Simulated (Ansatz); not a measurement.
Input for Ansatz (a program for electronic structure): R-SVWN5/def2-TZVPP on CH5BO (SMILES BOC), a point of a torsion scan.

Ansatz 0.2 input:
```yaml
crystal:
  periodic: [false, false, false]
  atoms:
    - {symbol: B, position_ang: [1.33438497, -0.14389418, 0.07975576]}
    - {symbol: O, position_ang: [0.66922879, -0.48239865, 1.13470118]}
    - {symbol: C, position_ang: [0.01763677, -0.89594556, 2.26907611]}
    - {symbol: H, position_ang: [1.11142203, -0.66994422, -0.96526542]}
    - {symbol: H, position_ang: [2.16412296, 0.70832311, 0.14072064]}
    - {symbol: H, position_ang: [-0.24407392, -1.96129755, 2.20337996]}
    - {symbol: H, position_ang: [0.64149763, -0.73703347, 3.16001562]}
    - {symbol: H, position_ang: [-0.90587496, -0.31909556, 2.38518341]}
basis:
  gaussian:
    orbitals: def2-TZVPP
hamiltonian:
  xc: {name: SVWN5}
scf: {lower_state_search: off}
```

The log:

```
WARN ansatz: RAYON_NUM_THREADS=1 ignored (pool sized by the plan → 1); use --threads N
Functional definition: SVWN5
these checks for a lower state are left out or cut short: stability, starts, cluster_reference, orbital_swaps, neighbouring_geometries, increment
integrals: 0.05 GiB planned
795 factors; their error is unknown
mean field: 0.49 GiB planned
mean field evaluation 1: about -3802.1674 eV, gradient 6.1e1 eV
mean field evaluation 2: about -3780.4679 eV, gradient 1.2e2 eV
mean field evaluation 4: about -3809.8388 eV, gradient 6.4e0 eV
mean field evaluation 8: about -3809.9093 eV, gradient 4.2e-1 eV
mean field evaluation 16: about -3809.9095 eV, gradient 1.8e-6 eV
mean field -3809.90952391 eV, -140.0115925542 hartree, gradient 1.8e-6 eV, S^2 0.000000; 0 other end points of the search recorded, 0 dependent functions left out
reference -3809.90956187 eV, -140.0115939494 hartree; 12, 12 occupied and 151, 151 virtual orbitals, 795 factors
Total energy: -3809.90956187 eV, -140.0115939494 hartree
Checks for a lower state left out: stability, starts, cluster_reference, orbital_swaps, neighbouring_geometries, increment
```

Self-consistency was reached.

Cost: roughly 0.9 core-seconds.
